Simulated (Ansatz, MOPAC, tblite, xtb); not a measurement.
System: H2F (cation, charge +1), singlet: symmetric bend, bond length relaxed. Scanned: H-F-H angle. Other coordinates (F-H bond length) were minimised at PBE0/def2-TZVP.

Levels of theory: GFN1-xTB (xtb); GFN2-xTB, 300 K electronic temperature (tblite); PM3, restricted, heats of formation (MOPAC); FCI/cc-pVDZ = full CI/cc-pVDZ, frozen core in Ansatz (a first-principles code).

Energies relative to the lowest point of each profile, in kJ/mol; the last columns give the difference from FCI:

| a / ° | GFN1-xTB | GFN2-xTB | PM3 | FCI/cc-pVDZ | GFN1-xTB − FCI/cc-pVDZ | GFN2-xTB − FCI/cc-pVDZ | PM3 − FCI/cc-pVDZ |
|---|---|---|---|---|---|---|---|
| 180 | 1.6 | 0.0 | 0.0 | 77.3 | -75.7 | -77.2 | -77.3 |
| 170.01 | 1.3 | 0.0 | 0.2 | 73.5 | -72.3 | -73.5 | -73.3 |
| 163.35 | 0.8 | 0.1 | 0.6 | 67.2 | -66.4 | -67.1 | -66.6 |
| 156.89 | 0.3 | 0.4 | 1.3 | 58.7 | -58.4 | -58.4 | -57.5 |
| 147.78 | 0.0 | 1.5 | 3.0 | 44.3 | -44.3 | -42.8 | -41.2 |
| 141.66 | 0.3 | 3.1 | 5.1 | 33.9 | -33.6 | -30.8 | -28.8 |
| 130.94 | 2.5 | 8.1 | 11.1 | 16.8 | -14.2 | -8.7 | -5.7 |
| 123.07 | 6.2 | 14.2 | 18.3 | 6.9 | -0.7 | 7.3 | 11.4 |
| 116.28 | 11.2 | 21.4 | 27.2 | 1.4 | 9.7 | 19.9 | 25.7 |
| 108.02 | 20.0 | 33.1 | 42.0 | 0.0 | 20.0 | 33.1 | 42.0 |
| 98.79 | 33.9 | 50.5 | 64.2 | 7.0 | 26.9 | 43.5 | 57.2 |
| 92.58 | 46.1 | 65.0 | 82.2 | 17.8 | 28.2 | 47.2 | 64.4 |
| 84.52 | 65.7 | 87.5 | 108.0 | 40.4 | 25.3 | 47.1 | 67.6 |
| 77.22 | 87.5 | 111.5 | 132.6 | 70.0 | 17.5 | 41.5 | 62.6 |
| 66.22 | 129.0 | 155.6 | 170.5 | 133.0 | -4.0 | 22.6 | 37.5 |
| 60 | 158.0 | 185.9 | 193.7 | 179.8 | -21.8 | 6.1 | 13.9 |

GFN1-xTB is furthest from FCI/cc-pVDZ at 180 (-75.7 kJ/mol, below); its mean absolute difference over the points is 32.4 kJ/mol.

GFN2-xTB is furthest from FCI/cc-pVDZ at 180 (-77.2 kJ/mol, below); its mean absolute difference over the points is 39.2 kJ/mol.

PM3 is furthest from FCI/cc-pVDZ at 180 (-77.3 kJ/mol, below); its mean absolute difference over the points is 45.8 kJ/mol.
